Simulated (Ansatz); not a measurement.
# A relaxation, step by step

GeAsNH₈, closed shell, PBE0-D4/def2-TZVP (Ansatz 0.2.0). Settings:

```yaml
hamiltonian: {xc: pbe0, dispersion: d4}
relax: {f_tol: 0.005, max_steps: 200}
```

Start, a step off a saddle point along its unstable mode:

Ge1  (-1.126, -0.371, 0.517)
N2  (0.907, -0.008, 0.827)
H3  (-1.216, -0.643, 2.098)
H4  (-1.447, -1.746, -0.070)
H5  (-2.051, 0.848, 0.348)
H6  (1.132, 0.206, 0.027)
As7  (-0.254, 0.348, -2.143)
H8  (1.044, 0.788, 1.449)
H9  (1.352, -0.820, 1.247)
H10  (0.470, 1.706, -1.921)
H11  (1.190, -0.308, -2.381)
(Å)

| step | energy less the last (meV) | largest force component (eV/Å) |
| --- | --- | --- |
| 1 | 2400.9 | 11.444 |
| 6 | 490.9 | 0.782 |
| 11 | 95.7 | 0.145 |
| 16 | 71.9 | 0.026 |
| 21 | 65.5 | 0.130 |
| 26 | 60.1 | 0.044 |
| 31 | 50.3 | 0.146 |
| 36 | 40.8 | 0.061 |
| 41 | 32.8 | 0.307 |
| 46 | 16.4 | 0.121 |
| 51 | 1.4 | 0.013 |
| 56 | 0.6 | 0.003 |
| 61 | 0.5 | 0.031 |
| 66 | 0.4 | 0.029 |
| 71 | 0.2 | 0.044 |
| 76 | 0.1 | 0.023 |
| 81 | 0.0 | 0.002 |

Step 31, positions (Å) and forces (eV/Å):

| atom | x | y | z | Fx | Fy | Fz |
| --- | --- | --- | --- | --- | --- | --- |
| Ge1 | -1.686 | -0.176 | -0.085 | 0.004 | 0.008 | -0.005 |
| N2 | 1.867 | -0.361 | 0.929 | 0.031 | 0.146 | -0.064 |
| H3 | -1.243 | 0.744 | 1.070 | -0.020 | -0.030 | -0.035 |
| H4 | -1.414 | -1.641 | 0.308 | 0.001 | 0.060 | -0.026 |
| H5 | -3.206 | -0.003 | -0.291 | 0.046 | -0.006 | 0.018 |
| H6 | 2.776 | 0.052 | 0.756 | -0.045 | -0.043 | -0.001 |
| As7 | -0.561 | 0.311 | -2.177 | 0.039 | 0.009 | 0.084 |
| H8 | 1.421 | 0.199 | 1.645 | -0.028 | 0.015 | 0.023 |
| H9 | 2.024 | -1.277 | 1.324 | 0.026 | -0.123 | 0.043 |
| H10 | -0.764 | 1.816 | -2.017 | 0.016 | -0.065 | 0.012 |
| H11 | 0.785 | 0.334 | -1.460 | -0.069 | 0.028 | -0.050 |

Step 61, positions (Å) and forces (eV/Å):

| atom | x | y | z | Fx | Fy | Fz |
| --- | --- | --- | --- | --- | --- | --- |
| Ge1 | -1.486 | -0.084 | 0.068 | 0.001 | 0.002 | 0.003 |
| N2 | 1.657 | -0.472 | 0.897 | 0.015 | -0.011 | 0.019 |
| H3 | -1.257 | 0.947 | 1.184 | -0.002 | -0.002 | -0.002 |
| H4 | -1.264 | -1.496 | 0.635 | 0.000 | 0.001 | 0.000 |
| H5 | -2.959 | 0.008 | -0.383 | 0.003 | 0.001 | 0.000 |
| H6 | 2.532 | -0.230 | 0.449 | -0.021 | -0.006 | 0.016 |
| As7 | -0.015 | 0.266 | -1.824 | -0.004 | 0.000 | -0.003 |
| H8 | 1.657 | -0.039 | 1.814 | 0.004 | -0.014 | -0.031 |
| H9 | 1.660 | -1.476 | 1.039 | 0.003 | 0.031 | -0.005 |
| H10 | -1.069 | 1.022 | -2.629 | 0.002 | -0.001 | -0.001 |
| H11 | 0.546 | 1.555 | -1.250 | 0.000 | 0.000 | 0.002 |

Step 71, positions (Å) and forces (eV/Å):

```tsv
atom	x	y	z	Fx	Fy	Fz
Ge1	-1.484	-0.065	0.079	-0.002	-0.001	-0.002
N2	1.654	-0.475	0.898	-0.009	-0.022	0.031
H3	-1.246	0.988	1.172	-0.001	-0.002	-0.002
H4	-1.265	-1.466	0.673	-0.001	0.000	0.002
H5	-2.959	0.024	-0.369	0.005	0.001	0.002
H6	2.524	-0.113	0.525	-0.006	-0.003	0.014
As7	-0.022	0.237	-1.829	-0.004	-0.001	0.001
H8	1.585	-0.166	1.861	0.014	-0.011	-0.044
H9	1.730	-1.485	0.911	0.002	0.037	-0.001
H10	-1.073	0.991	-2.640	0.000	-0.001	-0.002
H11	0.555	1.531	-1.280	0.003	0.003	0.001
```

Last step (81):

```
11
angstrom
Ge -1.4832 -0.0550 0.0838
N 1.6519 -0.4756 0.9004
H -1.2372 1.0068 1.1665
H -1.2710 -1.4520 0.6909
H -2.9582 0.0381 -0.3615
H 2.5116 -0.0539 0.5708
As -0.0231 0.2226 -1.8287
H 1.5582 -0.2399 1.8809
H 1.7702 -1.4798 0.8429
H -1.0746 0.9662 -2.6493
H 0.5555 1.5224 -1.2967
```

Hardware: 8 CPU threads of an Arm Neoverse V1, shared host. Wall time about 2.5 min.
